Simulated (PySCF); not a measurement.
# Spin-rotation constants: `O=Cc1cpccp1`, C5H4OP2

Geometry (Å), atoms numbered from 1 in this order:
```xyz
12

O     3.220   -0.087   -0.206
C     2.300    0.402    0.396
C     0.873    0.147    0.142
C     0.545   -0.729   -0.877
P    -1.011   -1.245   -1.432
C    -2.079   -0.368   -0.366
C    -1.770    0.503    0.645
P    -0.207    1.025    1.206
H     2.468    1.117    1.229
H     1.394   -1.156   -1.405
H    -3.133   -0.553   -0.549
H    -2.599    0.944    1.191
```

Theory: PySCF 2.14.0, GIAO BHandHLYP/pcSseg-1 magnetisability, rotational g tensor and spin-rotation constants, non-relativistic, gas phase. Geometry: GFN2-xTB.

Question: Give the nuclear spin-rotation constants along the inertial axes (H = +C I·J) beside the isotropic shieldings.

Answer: Rotational constants 2.3293, 1.2618, 0.8184 GHz. A star marks the isotopologue with that one atom substituted, in its own axes.
```tsv
atom	isotope	Caa (kHz)	Cbb (kHz)	Ccc (kHz)	mean (kHz)	σ (ppm)
P5	31P	6.899	3.331	0.894	3.708	56.2
P8	31P	7.440	3.409	0.887	3.912	17.5
H9	1H	-0.061	0.081	-0.071	-0.017	21.8
H10	1H	-0.029	0.092	-0.078	-0.005	20.9
H11	1H	0.340	-0.132	-0.081	0.043	22.0
H12	1H	-0.042	0.076	-0.080	-0.015	21.9
O1	17O*	-2.057	-1.132	0.003	-1.062	-330.2
C2	13C*	1.222	0.587	0.201	0.670	-10.7
C3	13C*	1.516	0.519	0.086	0.707	6.8
C4	13C*	1.048	0.791	0.061	0.634	9.7
C6	13C*	1.536	0.498	0.078	0.704	9.7
C7	13C*	1.016	0.749	0.078	0.614	14.5
```
For the geometry as given, no vibrational averaging.

Question: How do the rotational constants and the g tensor change when H9, H10, H11, H12 are replaced by deuterium?

Answer: Constants 2.2247, 1.1904, 0.7755 GHz; g -0.0703, -0.0375, 0.0095, against -0.0734, -0.0398, 0.0101 before.
